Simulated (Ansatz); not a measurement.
Basis-set extrapolation for `CSB(N)F` (PBE0-D4/def2-TZVP geometry, frozen core, Ansatz 0.2.0). Multiplicity 1, RHF reference.

|  | def2-TZVPP | def2-QZVPP |
| --- | --- | --- |
| HF | -617.129880 | -617.151161 |
| MP2 correlation | -0.908053 | -0.981321 |
| CCSD(T) correlation | -0.982403 | not run |

Energies in hartree. Use E(X) = E(∞) + A·exp(−7.88·√X) for Hartree–Fock and E(X) = E(∞) + B·X^(−2.97) for correlation, with X = 3 and 4, and add CCSD(T) minus MP2 of the smaller set to the MP2 limit.

**Question.** What is the CCSD(T) energy at the basis-set limit?

**Answer.** HF limit: -617.151161 + (-0.021281) × 0.13774 = -617.15409. MP2 limit: -0.981321 + (-0.073268) × 0.74074 = -1.03559. Higher-order term: -0.982403 − (-0.908053) = -0.07435. Total: -618.26403 hartree, 398.4 kJ/mol below CCSD(T)/def2-TZVPP.
